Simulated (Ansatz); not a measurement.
Isolated molecules relaxed with PBE0-D4/def2-TZVP in Ansatz; ΔE leaves out vibrations. CCSD(T)/CBS is the MP2 limit (def2-TZVPP, def2-QZVPP) plus CCSD(T) − MP2 in def2-TZVPP, frozen cores. This one scheme is used for every species, atoms too. DFT in def2-TZVPP. B3LYP here is the variant with VWN-RPA as its local correlation; programs differ in this. HSE06 is defined as in plane-wave codes. No spin–orbit coupling; open shells (•) take unrestricted orbitals. Spin–orbit coupling would lower the free atoms: a little for B, F; clearly for Ga. Bonds to Ga are less sure, by a few kJ/mol each and by 10 to 20 or more in all where they break to atoms, as the def2 sets lack core-valence functions. Scalar relativity is left out up to krypton. One conformer a species, not always the lowest.

Reaction (atomization): `F[BH][GaH][F]` → B• + 2 F• + Ga• + 2 H•

```json
{"level": "LDA (SPW92)", "ΔE (kcal/mol)": "547.7", "difference from CCSD(T)/CBS": "73.0"}
{"level": "PBE-D4", "ΔE (kcal/mol)": "482.7", "difference from CCSD(T)/CBS": "8.0"}
{"level": "revPBE-D4", "ΔE (kcal/mol)": "467.4", "difference from CCSD(T)/CBS": "-7.3"}
{"level": "BLYP-D4", "ΔE (kcal/mol)": "472.8", "difference from CCSD(T)/CBS": "-1.9"}
{"level": "r2SCAN-D4", "ΔE (kcal/mol)": "478.9", "difference from CCSD(T)/CBS": "4.2"}
{"level": "B97M-V", "ΔE (kcal/mol)": "477.2", "difference from CCSD(T)/CBS": "2.5"}
{"level": "PBE0-D4", "ΔE (kcal/mol)": "470.7", "difference from CCSD(T)/CBS": "-4.0"}
{"level": "r2SCANh-D4", "ΔE (kcal/mol)": "473.8", "difference from CCSD(T)/CBS": "-0.9"}
{"level": "r2SCAN0-D4", "ΔE (kcal/mol)": "466.7", "difference from CCSD(T)/CBS": "-8.0"}
{"level": "HSE06-D4", "ΔE (kcal/mol)": "471.0", "difference from CCSD(T)/CBS": "-3.7"}
{"level": "BHLYP-D4", "ΔE (kcal/mol)": "455.4", "difference from CCSD(T)/CBS": "-19.3"}
{"level": "CAM-B3LYP-D4", "ΔE (kcal/mol)": "477.8", "difference from CCSD(T)/CBS": "3.1"}
{"level": "ωB97X-V", "ΔE (kcal/mol)": "477.0", "difference from CCSD(T)/CBS": "2.3"}
{"level": "ωB97M-V", "ΔE (kcal/mol)": "474.1", "difference from CCSD(T)/CBS": "-0.6"}
{"level": "B2PLYP", "ΔE (kcal/mol)": "470.8", "difference from CCSD(T)/CBS": "-3.9"}
{"level": "PBE-QIDH", "ΔE (kcal/mol)": "472.1", "difference from CCSD(T)/CBS": "-2.6"}
{"level": "PBE", "ΔE (kcal/mol)": "480.7", "difference from CCSD(T)/CBS": "6.0"}
{"level": "revPBE", "ΔE (kcal/mol)": "461.7", "difference from CCSD(T)/CBS": "-13.0"}
{"level": "BLYP", "ΔE (kcal/mol)": "468.3", "difference from CCSD(T)/CBS": "-6.4"}
{"level": "r2SCAN", "ΔE (kcal/mol)": "478.4", "difference from CCSD(T)/CBS": "3.7"}
{"level": "PBE0", "ΔE (kcal/mol)": "469.0", "difference from CCSD(T)/CBS": "-5.7"}
{"level": "B3LYP", "ΔE (kcal/mol)": "467.6", "difference from CCSD(T)/CBS": "-7.1"}
{"level": "r2SCANh", "ΔE (kcal/mol)": "473.3", "difference from CCSD(T)/CBS": "-1.4"}
{"level": "r2SCAN0", "ΔE (kcal/mol)": "466.1", "difference from CCSD(T)/CBS": "-8.6"}
{"level": "HSE06", "ΔE (kcal/mol)": "469.3", "difference from CCSD(T)/CBS": "-5.4"}
{"level": "BHLYP", "ΔE (kcal/mol)": "452.6", "difference from CCSD(T)/CBS": "-22.1"}
{"level": "CAM-B3LYP", "ΔE (kcal/mol)": "476.1", "difference from CCSD(T)/CBS": "1.4"}
{"level": "LC-ωPBE", "ΔE (kcal/mol)": "479.2", "difference from CCSD(T)/CBS": "4.5"}
{"level": "HF/def2-SVP", "ΔE (kcal/mol)": "359.0", "difference from CCSD(T)/CBS": "-115.7"}
{"level": "MP2/def2-SVP", "ΔE (kcal/mol)": "468.0", "difference from CCSD(T)/CBS": "-6.7"}
{"level": "CCSD/def2-SVP", "ΔE (kcal/mol)": "447.1", "difference from CCSD(T)/CBS": "-27.6"}
{"level": "CCSD(T)/def2-SVP", "ΔE (kcal/mol)": "451.3", "difference from CCSD(T)/CBS": "-23.4"}
{"level": "HF/def2-TZVPP", "ΔE (kcal/mol)": "355.4", "difference from CCSD(T)/CBS": "-119.3"}
{"level": "CCSD/def2-TZVPP", "ΔE (kcal/mol)": "458.1", "difference from CCSD(T)/CBS": "-16.6"}
{"level": "CCSD(T)/def2-TZVPP", "ΔE (kcal/mol)": "465.3", "difference from CCSD(T)/CBS": "-9.4"}
{"level": "HF/def2-QZVPP", "ΔE (kcal/mol)": "356.4", "difference from CCSD(T)/CBS": "-118.3"}
{"level": "SCS-MP2/def2-QZVPP", "ΔE (kcal/mol)": "479.9", "difference from CCSD(T)/CBS": "5.2"}
{"level": "HF/CBS(def2)", "ΔE (kcal/mol)": "356.6", "difference from CCSD(T)/CBS": "-118.1"}
{"level": "MP2/CBS(def2)", "ΔE (kcal/mol)": "491.7", "difference from CCSD(T)/CBS": "17.0"}
{"level": "CCSD/CBS(def2)", "ΔE (kcal/mol)": "467.5", "difference from CCSD(T)/CBS": "-7.2"}
{"level": "CCSD(T)/CBS", "ΔE (kcal/mol)": "474.7", "difference from CCSD(T)/CBS": "0"}
```

Largest T1 diagnostic among the species: 0.015.

At CCSD(T), def2-SVP lies −23.4 kcal/mol from the extrapolated value and def2-TZVPP −9.4 kcal/mol: correlation converges slowly with the basis, and small sets miss more of it in the bonded molecule than in its fragments. From PBE to PBE0 (25 % exact exchange), in def2-TZVPP and without D4, ΔE moves by −11.7 kcal/mol: exact exchange takes away binding that semilocal exchange gives to molecules.

For atomizations the MP2-based limit and the directly extrapolated one differ by several kJ/mol either way, and by 10 to 25 for some Ge, Se and Sn compounds, so smaller differences from it don't rank the levels.
